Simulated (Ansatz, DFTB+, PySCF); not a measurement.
Species: C$_{3}$H$_{2}$O, charge 0, multiplicity 1. SMILES: O=c1cc1
Geometry: optimised at B3LYP-D3(BJ)/def2-TZVP (Ansatz, a program for electronic structure).

Quantity: size of the dipole moment, in D. Terms: SCC-DFTB with the Slater-Koster set that CP2K ships; 6-31G* and kin with 6d, 5d where marked; non-relativistic; dispersion terms only where a functional's name holds one; 6-311+G** with 5d; spin-orbit terms left out. Ab initio and DFT and DFTB rows: single points at B3LYP-D3(BJ) geometries (Ansatz).

```
level             program  size of the dipole moment (D)
----------------  -------  -----------------------------
SCC-DFTB            DFTB+                           2.94
PBE/6-31G*         Ansatz                           3.74
B3LYP/6-31G*       Ansatz                           3.99
B3LYP/6-31G**      Ansatz                           3.98
B3LYP/cc-pVDZ      Ansatz                           3.82
B3LYP/6-311+G**    Ansatz                           4.36
M06-2X/6-311+G**    PySCF                           4.45
```

No value to compare with is used here. The 7 habitual levels span 2.94 (SCC-DFTB) to 4.45 D (M06-2X/6-311+G**).

The levels are drawn from those run, B3LYP/6-31G* more often than the rest, none by its result; left out are runs that failed, that the program found above a lower state of the same kind, or whose <S^2> lies over 0.5 above the pure value.
